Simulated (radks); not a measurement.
Spherical jellium clusters: N electrons in a uniform positive sphere of charge N and radius rs N^(1/3), rs = 5.97 bohr. Method: non-relativistic Kohn-Sham, LDA (Slater exchange, Perdew-Wang correlation), spin-polarised, spherical densities; computed with a radial shooting solver with Libxc functionals. Levels are named by radial order and angular momentum (1s, 1p, 1d, 2s, ...), and open shells are averaged over m.

N = 11, configuration 1s2 1p6 1d(up 3, down 0). This is the lowest configuration that the search found. Occupied and some empty levels:

level,occupation,eigenvalue (eV),<r> (bohr)
1s up,1,-3.1426,8.730
1s down,1,-2.9731,8.427
1p up,3,-2.6824,10.02
1p down,3,-2.4773,9.956
1d up,3,-2.0620,11.04
1d down,0,-1.8490,11.11
2s up,0,-1.6279,9.284
2s down,0,-1.5355,9.464
1f up,0,-1.3287,12.03
1f down,0,-1.1258,12.23
2p up,0,-0.89149,11.90
2p down,0,-0.79083,12.13

Energy (eV): total -18.4791, kinetic 9.7892, external -296.49, Hartree 148.08, exchange-correlation -28.653, background 148.79.
